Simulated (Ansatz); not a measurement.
Mulliken charges of CH4ClInSe, SMILES `[CH3][In]([Cl])[SeH]` from r2SCAN/def2-TZVPP in Ansatz (PBE0-D4/def2-TZVP geometry).

| atom | x (Å) | y (Å) | z (Å) | charge (e) |
| --- | --- | --- | --- | --- |
| C1 | -0.149 | 1.464 | -0.671 | -0.426 |
| In2 | 0.153 | -0.430 | 0.259 | 0.738 |
| Cl3 | 2.085 | -0.725 | 1.555 | -0.409 |
| Se4 | -1.243 | -2.496 | 0.228 | -0.298 |
| H5 | -1.004 | 1.429 | -1.344 | 0.101 |
| H6 | -0.321 | 2.210 | 0.105 | 0.100 |
| H7 | 0.752 | 1.729 | -1.224 | 0.103 |
| H8 | -0.273 | -3.181 | 1.093 | 0.092 |

Q: By hand: the dipole of these point charges (1 e Å = 4.8032 D).

A: Σ q r = (-0.387, 0.350, -0.378) e Å, of length 0.644 e Å = 3.09 D.

Q: How does the dipole of the full density compare? (Best estimate.)

A: Ansatz gave: (-0.309, 0.342, -0.323) e Å, 2.70 D; the point charges give 1.14 times that, at 5° from its direction.

Point charges leave out the atoms' own dipoles, such as those of lone pairs, and Mulliken's split depends on the basis, so the close match here is no proof of good charges.
